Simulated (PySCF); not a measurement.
C3H8O3S.
Z-matrix (Å and degrees, PBE0-D3(BJ)/def2-TZVP geometry), rows numbered from 1:
```
C 
C   1  1.5176
C   2  1.5210  1  112.97
S   2  1.7846  1  110.82  3  -121.19
O   4  1.4327  2  109.33  1  -171.25
O   4  1.4243  2  109.13  1    54.24
O   4  1.5999  2  101.83  1   -58.60
H   1  1.0920  2  109.04  3   -60.36
H   1  1.0909  2  110.44  3    58.66
H   1  1.0900  2  111.85  3   179.74
H   2  1.0942  1  110.85  3   124.06
H   3  1.0914  2  110.54  1   -58.02
H   3  1.0902  2  111.62  1  -179.21
H   3  1.0916  2  109.01  1    60.91
H   7  0.9663  4  107.35  2  -108.63
```

The closed-shell ground state was solved at several levels (PySCF, density fitting, gas phase, non-relativistic). Isolated species at its PBE0-D3(BJ)/def2-TZVP geometry (one conformer only).

```tsv
level	basis functions	HOMO (eV)	LUMO (eV)	gap (eV)	dipole (D)
PBE0/pcSseg-2	371	-9.03	0.11	9.14	3.98
KT3/pcSseg-2	371	-7.54	-0.84	6.70	3.77
wB97X-D/pcSseg-2	371	-10.93	1.85	12.78	4.04
```

What might B97-2/pcSseg-2 (371 basis functions) give for the same quantities?

HOMO -8.73 eV, LUMO 0.15 eV, gap 8.88 eV, dipole 3.96 D.

Over all these levels, which gives the widest orbital gap and which the narrowest?

wB97X-D/pcSseg-2 (range-separated hybrid) has the widest, 12.78 eV, and KT3/pcSseg-2 (GGA) the narrowest, 6.70 eV. From the narrowest to the widest the HOMO moves by -3.39 eV and the LUMO by +2.69 eV.

In the pcSseg-2 basis, how does the gap go with the fixed share of exact exchange?

KT3 (0 %) 6.70 eV; B97-2 (21 %) 8.88 eV; PBE0 (25 %) 9.14 eV. Each rise in the share widens the gap here.

How far do the dipole and the HOMO energy spread over the levels?

The dipole runs from 3.77 to 4.04 D (mean 3.94 D) and the HOMO from -10.93 to -7.54 eV.
